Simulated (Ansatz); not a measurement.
```yaml
crystal:
  periodic: [false, false, false]
  atoms:
    - {symbol: C, position_ang: [-1.321135, 1.194858, -0.451632]}
    - {symbol: Sn, position_ang: [-0.214683, -0.704355, -0.232982]}
    - {symbol: C, position_ang: [1.523866, -0.458914, 0.775024]}
    - {symbol: H, position_ang: [-2.087867, 0.977506, -0.903136]}
    - {symbol: H, position_ang: [-0.587637, 1.930992, -0.975791]}
    - {symbol: H, position_ang: [-1.652426, 1.577458, 0.510681]}
    - {symbol: H, position_ang: [0.021182, -1.450905, -1.804065]}
    - {symbol: H, position_ang: [-1.282325, -1.997095, 0.673097]}
    - {symbol: H, position_ang: [2.197967, 0.292089, 0.239536]}
    - {symbol: H, position_ang: [1.494757, -0.132861, 1.724955]}
    - {symbol: H, position_ang: [2.201078, -1.321092, 0.870421]}
basis:
  gaussian: {orbitals: def2-TZVP, point_charges: [{charge: -1.00, position_ang: [6.166, 0.450, 0.837]}]}
hamiltonian: {xc: {name: HF}}
correlation: {method: mp2, frozen_orbitals: {C: 9}}
accuracy: high
scf: {lower_state_search: light}
output: {forces: true}
```

```sh
$ ansatz run in.yaml --threads 4 --pin off --events-out ev --progress --plain --max-ram 10444MiB
```

It prints (some lines left out):

```
Functional definition: HF
Error: "frozen_orbitals" has no count for Sn
```

(1) Something in this input is off. What?

Results:

(1) Frozen orbitals are typed for one element alone, and the program wants a count for each. The input was rejected before any iteration.
